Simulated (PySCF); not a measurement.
Basis and Hamiltonian dependence of the excitation energy of Zr²⁺

Zr²⁺ [Kr] 4d2 (3F) → Zr²⁺ [Kr] 4d1 5p1 (high-spin determinant). All values are computed (PySCF 2.14, energy differences of UHF-based or UKS calculations, no spin-orbit coupling). Values in eV.

| basis | Hamiltonian | functions | UHF | PBE | PBE0 | MP2 (valence) | CCSD(T) (valence) | CCSD(T) (valence and next inner shell) |
| --- | --- | --- | --- | --- | --- | --- | --- | --- |
| Sapporo-DKH3-DZP-2012 | spin-free X2C | 52 | 6.702 | 6.663 | 6.819 | 6.706 | n/a | n/a |
| aug-cc-pVDZ-PP with ECP28MDF | ECP | 54 | 6.692 | 6.573 | 6.738 | 6.688 | 6.670 | n/a |
| def2-TZVPPD with the def2 core potential (28 electrons) | ECP | 56 | 6.834 | 6.693 | 6.863 | 6.848 | 6.837 | 6.814 |
| ANO-RCC-VTZP | spin-free X2C | 68 | 6.748 | 6.679 | 6.840 | 6.771 | 6.758 | 6.844 |
| aug-cc-pwCVDZ-PP with ECP28MDF | ECP | 70 | 6.723 | 6.552 | 6.728 | 6.739 | 6.725 | 6.629 |
| x2c-TZVPPall | spin-free X2C | 79 | 6.739 | 6.657 | 6.817 | 6.755 | 6.743 | 6.747 |
| def2-QZVPPD with the def2 core potential (28 electrons) | ECP | 81 | 6.847 | 6.700 | 6.874 | 6.868 | 6.857 | 6.870 |
| aug-cc-pVTZ-PP with ECP28MDF | ECP | 88 | 6.727 | 6.551 | 6.728 | 6.741 | 6.728 | n/a |
| x2c-TZVPPall with one added diffuse shell each of s, p, d, f type | spin-free X2C | 95 | 6.736 | 6.656 | 6.816 | 6.752 | 6.739 | 6.744 |
| aug-cc-pVTZ-DK | spin-free X2C | 102 | 6.700 | 6.628 | 6.787 | 6.717 | 6.704 | n/a |
| aug-cc-pVTZ-PP with one added diffuse shell each of s, p, d, f, g type with ECP28MDF | ECP | 113 | 6.726 | 6.551 | 6.728 | 6.741 | n/a | n/a |
| aug-cc-pwCVTZ-PP with ECP28MDF | ECP | 122 | 6.737 | 6.544 | 6.724 | 6.759 | n/a | n/a |
| dyall-av2z | non-relativistic | 136 | 7.126 | 7.071 | 7.233 | 7.139 | n/a | n/a |

Estimate the row for x2c-QZVPPall (spin-free X2C, 111 functions).

From the rows with the same Hamiltonian and similar size; the calculation gives UHF 6.76; PBE 6.70; PBE0 6.86; MP2 (valence) 6.78 (eV).

Frozen in the all-electron rows: valence: [Kr]; valence and next inner shell: [Ar] 3d10; with a core potential, the same shells as far as they lie outside it.

One determinant mixes LS terms of the configuration, so the numbers do not refer to single terms. Non-relativistic rows lack the scalar-relativistic shift.
